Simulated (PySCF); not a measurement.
CH₄N₂OSi, SMILES N#CO[SiH2]N.

Geometry: B3LYP-D3(BJ)/def2-SVP. The structure was generated by enumeration, and PubChem lists no compound with its InChIKey, so it may never have been made. One conformer was computed; it need not be the lowest.

Two levels are set side by side: TDA-PBE/def2-SVPD (PySCF) and TDA-CAM-B3LYP/def2-SVPD (PySCF). Vertical, same geometry. The lowest singlet is HOMO→LUMO 99 % with PBE and HOMO−2→LUMO 67 %, HOMO−1→LUMO 27 % with the other functional; states are paired by order. Differences are taken from unrounded values.

| quantity | TDA-CAM-B3LYP | TDA-PBE | TDA-PBE minus TDA-CAM-B3LYP |
|---|---|---|---|
| lowest singlet excitation (eV) | 7.21 | 6.00 | -1.20 |
| lowest triplet excitation (TDA) (eV) | 6.54 | 5.94 | -0.60 |
| first bright state (f over 0.05) (eV) | 8.33 | 7.07 | -1.26 |
| its oscillator strength | 0.08 | 0.08 | 0.01 |

Functionals without exact exchange tend to place singlet excitations lower, as here. Differences between two approximate levels are no errors against the true value.

Rough cost on one machine, each run with all the roots and properties that it gave: TDA-CAM-B3LYP against TDA-PBE about 5 times.
